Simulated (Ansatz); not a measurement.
```yaml
crystal:
  periodic: [false, false, false]
  atoms:
    - {symbol: N, position_ang: [-1.274244, 0.695160, 0.856699]}
    - {symbol: V, position_ang: [-0.377700, -0.022208, -0.270102]}
    - {symbol: N, position_ang: [0.252096, -1.551285, 0.507037]}
    - {symbol: N, position_ang: [0.953682, 1.165865, -0.663779]}
    - {symbol: F, position_ang: [-1.235617, -0.436197, -1.745003]}
    - {symbol: H, position_ang: [-2.085612, 1.100917, 1.305376]}
    - {symbol: H, position_ang: [0.922611, -2.149844, 0.043454]}
    - {symbol: H, position_ang: [0.103012, -1.833441, 1.461955]}
    - {symbol: H, position_ang: [1.719117, 0.926833, -1.280021]}
    - {symbol: H, position_ang: [1.105854, 2.053001, -0.212617]}
basis:
  gaussian: {orbitals: def2-TZVP}
hamiltonian: {xc: {name: PBE0}}
output: {forces: true}
```

```sh
$ ansatz run in.yaml --threads 4 --pin off --events-out ev --progress --plain --max-ram 10444MiB
```

Shortened log:

```
Functional definition: PBE0
1348 factors; their error is unknown
mean field evaluation 1: about -32926.5193 eV, gradient 1.1e2 eV
mean field evaluation 2: about -32575.9385 eV, gradient 5.2e2 eV
mean field evaluation 4: about -32945.2170 eV, gradient 4.7e1 eV
mean field evaluation 8: about -32948.4027 eV, gradient 3.9e-1 eV
mean field evaluation 16: about -32948.4895 eV, gradient 1.0e-3 eV
mean field -32948.48949618 eV, -1210.8346556962 hartree, gradient 3.3e-5 eV, S^2 0.000000; 0 other end points of the search recorded, 0 dependent functions left out
reference -32948.48953001 eV, -1210.8346569396 hartree; 29, 29 occupied and 170, 170 virtual orbitals, 1348 factors
Total energy: -32948.48953001 eV, -1210.8346569396 hartree
Atom 0 at    -1.274244     0.695160     0.856699 Å, force    -0.009453     0.011530     0.014649 eV/Å
Atom 1 at    -0.377700    -0.022208    -0.270102 Å, force     0.002476    -0.006817    -0.013459 eV/Å
Atom 2 at     0.252096    -1.551285     0.507037 Å, force     0.002786    -0.016439     0.003578 eV/Å
Atom 3 at     0.953682     1.165865    -0.663779 Å, force     0.009958     0.010773    -0.007240 eV/Å
Atom 4 at    -1.235617    -0.436197    -1.745003 Å, force    -0.006519    -0.002717    -0.010503 eV/Å
Atom 5 at    -2.085612     1.100917     1.305376 Å, force    -0.010588     0.003926     0.006929 eV/Å
Atom 6 at     0.922611    -2.149844     0.043454 Å, force     0.005111    -0.005007    -0.002082 eV/Å
Atom 7 at     0.103012    -1.833441     1.461955 Å, force    -0.001182    -0.002656     0.008655 eV/Å
Atom 8 at     1.719117     0.926833    -1.280021 Å, force     0.005502    -0.000705    -0.004392 eV/Å
Atom 9 at     1.105854     2.053001    -0.212617 Å, force     0.001909     0.008112     0.003867 eV/Å
Dipole moment:     0.404143     0.059742     0.380385 e Å
```

Run time 3.7 s (4 threads of an Arm Neoverse V1 on a shared host); peak host memory 0.54 GiB.
